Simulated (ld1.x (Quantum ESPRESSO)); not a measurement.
Ranking RRKJ potentials for palladium (Pd)

All share these settings but for the change named:

ld1.x (Quantum ESPRESSO) 7.5 input, shortened:

```
&input
   title='Pd', zed=46., rel=1, dft='PW91', iswitch=3,
   config='[Kr] 4d10 4f-2 5s0 5p0'
 /
 &inputp
   pseudotype=2, tm=.false., lloc=0,
   nlcc=.false.
 /
4
5P  2  1   0.00   0.00  4.20  4.20  0.0
4D  3  2  10.00   0.00  2.15  2.15  0.0
4F  4  3  -2.00  -0.05  4.05  4.05  0.0
5S  1  0   0.00   0.00  2.65  2.65  0.0
 &test
   configts(1)='4d10 5s0 5p0'
 /
```

Test errors are all-electron minus pseudo excitation energies from the reference, over 4d9 5s0 5p0; 4d8 5s0 5p0; 4d7 5s0 5p0; 4d8 5s1 5p0; 4d6 5s0 5p0; 4d9 5s1 5p0; 4d9 5s0 5p1. None of these files shows a bound ghost.

The base gives 1373.9 meV.

Of 11 variants that were run, those that failed, showed a ghost or another fault, or gave nearly equal values are left out.

A variant can come out equal or close to the base, since the largest error may sit in a test that the change hardly touches while other tests move.

Task: Rank these variants by their largest absolute test error, smallest first.
A. wave 5p (bound): rc 4.20 bohr becomes 5p (bound): rc 2.90 bohr
B. type TM
C. wave 5s (bound): rc 2.65 bohr becomes 5s (bound): rc 1.80 bohr

Result: C (1131.5 meV), A (1373.9 meV), B (1844.6 meV).
